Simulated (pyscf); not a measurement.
A first-order saddle from PySCF, ωB97X-D3(BJ)/def2-SVP:

```xyz
12

C      0.0455    -0.1293    -0.9757
C      0.1031    -0.2393     2.1210
Si     0.9908    -0.0946     0.5984
C     -0.1785     1.2869    -0.3570
H     -0.8604    -0.7437    -1.0233
H      0.5980    -0.1464    -1.9214
H      0.5632     0.2072     3.0106
H     -0.5296    -1.1119     2.3199
H     -0.2302     0.9874     1.0596
H      2.3840     0.3923     0.3930
H      0.3895     2.1072    -0.8175
H     -1.2431     1.5470    -0.2671
```

Surface: singlet, charge 0. Lowest wavenumbers (cm⁻¹): 1889i, 198, 229, 325, 491.

What reaction is this the transition state of?

cyclic C₃H₈Si (SMILES C[SiH]1CC1) ⇌ H₂C=SiH–CH₂–CH₃, a rearrangement read from left to right: C–H, C–Si broken and C–H formed. At CCSD(T)/def2-TZVPP + ΔMP2(QZVPP) it lies +76.5 kcal/mol from the left side and +65.0 kcal/mol from the right (each side as separated species at their lowest minima found). At the saddle there is also a short H–Si contact that neither side keeps. cyclic C₃H₈Si (SMILES C[SiH]1CC1) lies 7.5 kcal/mol over its isomer H₂C=CH–SiH₂–CH₃, and others may lie lower still (electronic energy, ωB97M-D3(BJ)). H₂C=SiH–CH₂–CH₃ lies 20.2 kcal/mol over its isomer H₂C=CH–SiH₂–CH₃, and others may lie lower still (electronic energy, ωB97M-D3(BJ)). This is the saddle that the search found; another between the same sides may lie lower. The CCSD(T) − MP2 part came from Ansatz, without density fitting, on the same reference.
